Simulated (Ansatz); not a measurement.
Computed with Ansatz on PBE0-D4/def2-TZVP structures; ΔE is electronic, products minus reactants. CBS: MP2 limit from def2 TZ/QZ plus the TZ coupled-cluster correction, frozen cores. Functionals use def2-TZVPP. B3LYP here is the variant with VWN-RPA as its local correlation; programs differ in this. For Ge outer-core shells are correlated without core-valence functions, which leaves a few kJ/mol of doubt a bond. Scalar relativity is left out up to krypton. One conformer a species, not always the lowest.

Consider the ligand exchange at the Si–S bond: `F[SiH](F)[S][GeH3]` + `O[SiH2]S` → `F[SiH](F)O[SiH2]S` + `[SH][GeH3]`.

(1) Is it downhill or uphill in electronic energy at CCSD(T)/CBS, and by how much? (An estimate is asked.)

(2) What do these levels give: r2SCAN-D4, PBE0-D4, B3LYP-D4, ωB97X-V, MP2/def2-TZVPP, SCS-MP2/def2-TZVPP? (An estimate is asked.)

Largest T1 diagnostic among the species: 0.012.

Answers

(1) The calculation gave: Downhill: ΔE = -0.66 eV.

(2) The calculation gave: r2SCAN-D4 -0.61, PBE0-D4 -0.55, B3LYP-D4 -0.68, ωB97X-V -0.64, MP2/def2-TZVPP -0.65, SCS-MP2/def2-TZVPP -0.71 eV.

From PBE to PBE0 (25 % exact exchange), in def2-TZVPP and without D4, ΔE moves by −0.08 eV. In def2-TZVPP, CCSD(T) changes the Hartree–Fock value by +0.24 eV (the triples alone add +0.05 eV) and MP2 by +0.29 eV. The D4 term adds +0.04 eV with B3LYP and +0.02 eV with PBE0; it sums over pairs of atoms, weighted by their polarisabilities, and B3LYP, whose exchange is more repulsive, gets the larger term.
